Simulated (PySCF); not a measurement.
Computed properties of O₃S, SMILES O=S(=O)=O

O₃S, SMILES O=S(=O)=O. The structure is a stationary point at ωB97X-D3(BJ)/def2-TZVP. Other conformers were not sampled. All values are computed for the isolated molecule unless a solvent is named; none is compared with measurement here.

**Structure.** The optimised structure has D3h symmetry. All 6 harmonic modes at ωB97X-D3(BJ)/def2-TZVP (PySCF) are real, so it is a minimum. With heavy atoms numbered as in [O:1]=[S:2](=[O:3])=[O:4], the shortest bond between them is O1–S2 at 1.419 Å and the longest S2–O4 at 1.419 Å.

**Vibrations.** The strongest infrared lines (harmonic, unscaled, degenerate partners summed) lie at 1452 cm⁻¹ (446 km/mol, O 56 %, S 44 %), 541 cm⁻¹ (61 km/mol, O 85 %, S 15 %), 517 cm⁻¹ (40 km/mol, S 60 %, O 40 %). The softest mode is at 517 cm⁻¹ and the zero-point energy is 8.0 kcal/mol.

**Electronic structure.** HF/def2-TZVPD (PySCF) places the frontier levels at -14.68 and 0.63 eV, a gap of 15.31 eV, and gives a dipole moment of 0.00 D and a mean polarisability of 25.5 bohr³. PBE/def2-TZVPD (PySCF) at the same geometry gives -8.29 and -3.69 eV, so its gap is 10.71 eV narrower. An orbital gap is neither the optical nor the fundamental gap.

**Excitations.** TDA-M06-2X/def2-SVPD (PySCF) has S1 at 5.32 eV (233 nm, f = 0.000, dark); the most intense of the 10 singlets computed lies at 9.04 eV (f = 0.40). Strengths of degenerate partners are summed. T1 (TDA) is at 4.97 eV, 0.35 eV under S1. TDA-PBE/def2-SVPD (PySCF) puts S1 at 4.93 eV. No vertical singlet excitation falls in the visible range (under 3.1 eV).

**Solvation.** SMD-M06-2X/6-31G* (PySCF) gives -3.2 kcal/mol in water, -0.4 kcal/mol in ethanol, -3.3 kcal/mol in toluene (1 M in both phases, gas-phase geometry); of these solvents toluene holds the molecule best.
